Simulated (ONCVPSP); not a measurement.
## Plane-wave convergence, ONCV potential for osmium (Os)

| Property | Result |
| --- | --- |
| Element | osmium (Os) |
| Generator | ONCVPSP 4.0.1 |
| Type | optimised norm-conserving Vanderbilt (ONCV) |
| Functional | LDA (Perdew-Zunger) |
| Relativity | scalar-relativistic |
| Frozen core | [Kr] 4d10 4f14 |
| Valence charge | 16 |
| Reference configuration | 5s2 5p6 5d6 6s1.75 (charge +0.25) |
| Partial waves | 5s+6s: rc 1.40 bohr, ncon 4, nbas 8, qcut 7.2 1/bohr, 2 projectors; 5p: rc 2.00 bohr, ncon 3, nbas 7, qcut 6.2 1/bohr, 1 projector; 5d: rc 1.40 bohr, ncon 4, nbas 8, qcut 6.2 1/bohr, local |
| Local potential | the d channel |
| Core correction | Teter function, fcfact 1.75, rcfact 1.75 |

Question: For each optimised wave give the share of its norm inside rc, the residual kinetic energy above qcut (Ha) and the cutoffs (Ha) for errors of 10, 1, 0.1 and 0.01 mHa per electron.

Answer:

```
wave  norm inside rc  residual KE  10 mHa  1 mHa  0.1 mHa  0.01 mHa
  5s           0.883      3.6e-04    18.9   23.7     58.2      94.2
  6s           0.046      1.5e-04    15.9   22.0     27.5      65.4
  5p           0.963      7.3e-07    10.4   13.1     15.5      17.3
  5d           0.347      1.4e-04    12.7   16.3     20.0      50.0
```

The occupied waves need 24 Ha and 58 Ha for 1 and 0.1 mHa.
